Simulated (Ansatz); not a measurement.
System: C3HFNS, net charge 0, doublet state. It need not be the lowest isomer of its formula. 
Structure (B3LYP-D3(BJ)/def2-TZVP (Ansatz, an electronic-structure program) minimum search):
```
N
C 1 1.3048
C 1 1.3563 2 111.11
F 3 1.3241 1 119.03 2 180.00
C 3 1.3512 4 126.61 1 -180.00
H 2 1.0797 1 123.52 3 -180.00
S 5 1.7076 3 111.84 4 -180.00
```
Charge 0, spin multiplicity 2.

Atomisation energy built up term by term with Ansatz (kcal/mol; UHF references for open shells; valence terms freeze the core; atomic spin-orbit terms are left out). CBS(X,Y): correlation extrapolated as X^-3; Hartree-Fock from the larger set.

The UHF reference is spin-contaminated (<S^2> 0.39 over the pure value in the largest basis). 

```tsv
term	basis	kcal/mol
Hartree-Fock	cc-pV(Q+d)Z	457.95
CCSD correlation	CBS(cc-pV(T+d)Z,cc-pV(Q+d)Z)	231.04
(T)	CBS(cc-pV(T+d)Z,cc-pV(Q+d)Z)	26.77
core correlation	cc-pwCVTZ	4.24
scalar relativity (X2C)	cc-pVTZ-DK against cc-pVTZ	-1.19
sum: De		718.8
```

(T) makes 3.7 % of the CCSD(T) atomisation energy; under 5 % is typical of single-reference molecules.
